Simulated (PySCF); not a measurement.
ZnFCl, SMILES [F][Zn][Cl]. Coordinates come from a r2SCAN-D4/def2-TZVP optimisation.

Calculation: r2SCAN-D4/def2-TZVP run with PySCF.

Harmonic wavenumbers (cm⁻¹): 138, 138, 420, 705. Rotational constants (GHz): 2.596 (linear); symmetry number 1.

### Question
Work out the zero-point energy and the ideal-gas rigid-rotor harmonic-oscillator thermochemistry at 298.15 K and 1 atm.

### Answer
ZPE = ½ Σ hcν = ½ × 1401 cm⁻¹ = 8.38 kJ/mol. H − E(el) = 21.60 kJ/mol. Entropy in J/(mol K): translation 168.44, rotation 73.00, vibration 28.64, total 270.08. G − E(el) = -58.93 kJ/mol. Cp = 54.53 J/(mol K). Modes under 150 cm⁻¹ make the vibrational entropy uncertain.
